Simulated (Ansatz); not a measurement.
```xyz
8

Na   -1.3586   -1.3157   -1.3200
Cl   -1.3233   -1.2619    1.3075
Cl   -1.3252    1.2684   -1.2868
Na   -1.2970    1.2618    1.3067
Cl    1.3495   -1.3055   -1.2797
Na    1.3368   -1.3087    1.2678
Na    1.3023    1.3510   -1.2824
Cl    1.3560    1.2904    1.3092
```

RHF on singlet Na₄Cl₄ was run in several spherical basis sets with Ansatz (development build ahead of 0.2.0).

Rank the basis sets by the total energy that they give, lowest first, with the distance from the lowest.
A. 6-31G(d)
B. cc-pVDZ
C. def2-SVP

B (0.00 eV), A (3.94 eV), C (22.22 eV).

Totals follow the description of the cores as much as that of the bonds, so this order isn't one of quality for chemistry.
